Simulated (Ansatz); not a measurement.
The cluster Li₅N₂ (the lowest doublet isomer of a short search), 7 atoms. Hardware: 4 threads of Arm Neoverse V2 on a shared host.

Correlated methods freeze 2 core orbitals; core or outer-core shells of Li are correlated, in sets that lack core-valence functions.

Problem. How many basis functions does each of these Ansatz runs have, and roughly what does it cost? PBE with 50 % exact exchange/def2-TZVP, charge 0 doublet, energy, from earlier orbitals; PBE0-D4/def2-TZVPD, charge -1 singlet at the geometry of the charge 0 doublet, energy, from earlier orbitals; B3LYP-D4/def2-TZVP, charge 0 doublet, frequencies; PBE0-D4/def2-TZVP, charge 0 doublet, energy and forces, from earlier orbitals; B97M-V/def2-TZVP, charge 0 doublet, energy, from earlier orbitals; MP2/def2-TZVP, charge 0 doublet, energy, from earlier orbitals; PBE-D4/def2-TZVP, charge 0 doublet, energy, from earlier orbitals; PBE-D4/def2-TZVP, charge 1 triplet at the geometry of the charge 0 doublet, energy, from earlier orbitals; r2SCAN-D4/def2-TZVP, charge 1 triplet at the geometry of the charge 0 doublet, energy, from earlier orbitals; B3LYP-D4/6-31G, charge 0 doublet, energy; PBE-D4/def2-TZVPD, charge -1 triplet at the geometry of the charge 0 doublet, energy, from earlier orbitals; PBE0-D4/def2-SVP, charge -1 singlet at the geometry of the charge 0 doublet, energy with a search over starts.

Solution. Other jobs shared the machine, so times can vary by a factor of up to 3. A dash marks memory too small to be measured apart from the calling script's.

```csv
run,functions,fitting or Cholesky vectors,wall time,peak host memory (GiB)
"MP2/def2-TZVP, charge 0 doublet, energy, from earlier orbitals",132,1151,1.2 s,–
"PBE0-D4/def2-TZVPD, charge -1 singlet at the geometry of the charge 0 doublet, energy, from earlier orbitals",159,1183,1.6 s,–
"B3LYP-D4/6-31G, charge 0 doublet, energy",63,896,1.9 s,–
"PBE-D4/def2-TZVP, charge 0 doublet, energy, from earlier orbitals",132,955,2 s,–
"PBE0-D4/def2-TZVP, charge 0 doublet, energy and forces, from earlier orbitals",132,955,2.5 s,–
"PBE-D4/def2-TZVPD, charge -1 triplet at the geometry of the charge 0 doublet, energy, from earlier orbitals",159,1183,2.7 s,–
"PBE0-D4/def2-SVP, charge -1 singlet at the geometry of the charge 0 doublet, energy with a search over starts",73,929,3.2 s,–
"PBE with 50 % exact exchange/def2-TZVP, charge 0 doublet, energy, from earlier orbitals",132,983,4.3 s,–
"PBE-D4/def2-TZVP, charge 1 triplet at the geometry of the charge 0 doublet, energy, from earlier orbitals",132,955,6 s,–
"B97M-V/def2-TZVP, charge 0 doublet, energy, from earlier orbitals",132,955,8.5 s,–
"r2SCAN-D4/def2-TZVP, charge 1 triplet at the geometry of the charge 0 doublet, energy, from earlier orbitals",132,955,18 s,–
"B3LYP-D4/def2-TZVP, charge 0 doublet, frequencies",132,955,54 s,–
```
